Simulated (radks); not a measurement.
Results of a calculation; reference values are marked as such.
Spherical quantum dot in the effective-mass picture: electrons in a hard-walled sphere of radius 12.8, with a point charge +1 (a donor) at the centre, all in effective atomic units (hartree* = m*/eps^2 hartree, bohr* = eps/m* bohr), one dielectric constant everywhere. Level of theory: non-relativistic Kohn-Sham, PBEsol, spin-polarised, spherical densities (a radial shooting solver with Libxc functionals). Levels are named by radial order and angular momentum (1s, 1p, 1d, 2s, ...), and open shells are averaged over m.

N = 6, configuration 1s2 1p(up 3, down 0) 2s(up 1, down 0). This is the lowest configuration that the search found (a dilute case). Occupied levels:

level    occupation  eigenvalue (hartree*)  <r> (bohr*)
1s up             1                0.42297        2.306
2s up             1                0.46304        8.375
1s down           1                0.47269        5.852
1p up             3                0.47325        8.935

Energy (hartree*): total 0.666348, kinetic 0.80391, external -1.7029, Hartree 2.3460, exchange-correlation -0.78069.

Electron density:

r (bohr*)  n(r) (e/bohr*^3)
0.318                0.1689
0.957               0.04931
1.60                0.01580
2.24               0.005583
2.88               0.002213
3.52               0.001048
4.16              0.0006521
4.79              0.0005515
5.43              0.0005746
6.07              0.0006626
6.71              0.0007864
7.35              0.0009164
7.99               0.001017
8.63               0.001052
9.27              0.0009937
9.91              0.0008343
10.6              0.0005916
11.2              0.0003229
11.8              0.0001182
12.5             0.00001331
